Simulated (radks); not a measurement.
These are the eigenvalues of the occupied orbitals of an atom or ion with whole-number occupations (eV). Calculated with a radial shooting solver on a logarithmic mesh with Libxc functionals: scalar-relativistic Kohn-Sham, PBEsol, spin-polarised, spherical densities, finite nucleus; Fermi nuclear charge, rms radius of each element as measured or else 0.836 A^(1/3) + 0.57 fm.

orbital  eigenvalue
1s up     -50079.55
1s down   -50079.54
2s up     -8273.810
2s down   -8273.704
2p up     -7365.189
2p down   -7365.111
3s up     -1839.253
3s down   -1836.568
3p up     -1557.692
3p down   -1555.021
3d up     -1185.261
3d down   -1183.189
4s up     -377.0893
4s down   -370.9668
4p up     -284.2502
4p down   -278.1730
4d up     -155.7748
4d down   -149.7569
5s up      -57.2429
5s down    -53.7662
5p up      -34.5364
5p down    -31.7178
4f up      -16.8050
6s up       -9.8523
5d up       -9.0745

Which element is it, and in what charge state? The configuration may be excited. Open shells, if any, are filled with parallel spins first.

Answer. Z = 64, gadolinium, charge +1: Gd+ in [Xe] 4f7 5d1 6s1. The list shows which subshells hold electrons but not how many an open one holds; the 1s level, -1840.4 hartree, gives Z - s = 60.7 by -(Z - s)^2/2, which with screening and relativity narrows Z to a few neighbours, and the depths of the outer levels then fix element, charge and occupations together.
